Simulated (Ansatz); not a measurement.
Basis-set series for `[SiH3][CH2][SbH2]`. The species carries charge 0 and has multiplicity 1. Sb: def2 effective core potential. All single points use the PBE0-D4/def2-TZVP geometry.

```
functional       basis  functions  energy (Eh)  HOMO (eV)  LUMO (eV)
   PBE0-D4    def2-SVP         93   -571.74367      -7.02      -0.26
   PBE0-D4  def2-QZVPP        419   -571.91580      -7.09      -0.62
   ωB97M-V    def2-SVP         93   -571.80006      -9.05       1.55
   ωB97M-V  def2-QZVPP        419   -571.97786      -9.15       0.86
```

Question: Give the rows for def2-TZVPP. (Estimate.)

Answer: Computed: 
| functional | basis | functions | energy (Eh) | HOMO (eV) | LUMO (eV) |
| --- | --- | --- | --- | --- | --- |
| PBE0-D4 | def2-TZVPP | 221 | -571.90134 | -7.08 | -0.54 |
| ωB97M-V | def2-TZVPP | 221 | -571.96399 | -9.14 | 1.05 |

Positive LUMOs are unbound and depend on the basis.
